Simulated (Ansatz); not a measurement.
ClFH2OSTi (`[OH][Ti]([F])([SH])[Cl]`). Total charge 0; spin multiplicity 1. Correlated methods include outer-core shells of Ti, which these sets cover unevenly. Scalar relativity is left out up to krypton.

Cartesian coordinates in Å:
```
O -1.0706 0.5291 -0.7789
Ti -0.0972 -0.2081 0.4832
F -0.3610 0.5073 2.0516
S 2.0968 0.1135 -0.0527
Cl -0.5407 -2.3555 0.6057
H -1.8120 1.1071 -0.9609
H 1.7847 0.3066 -1.3480
```

Question: Give the diagnostics of a CCSD(T)/def2-TZVPP run (frozen core, Ansatz 0.2.0). (Estimate.)

Answer: Ansatz gave: T1 = 0.0251, largest single amplitude 0.043, largest double 0.024, (T) share of the correlation energy 5.0 %, 15 CCSD cycles. The RHF solution is stable towards an unrestricted one. T1 lies over the customary mark of 0.02 for closed shells; compounds of d metals often pass it without a breakdown.
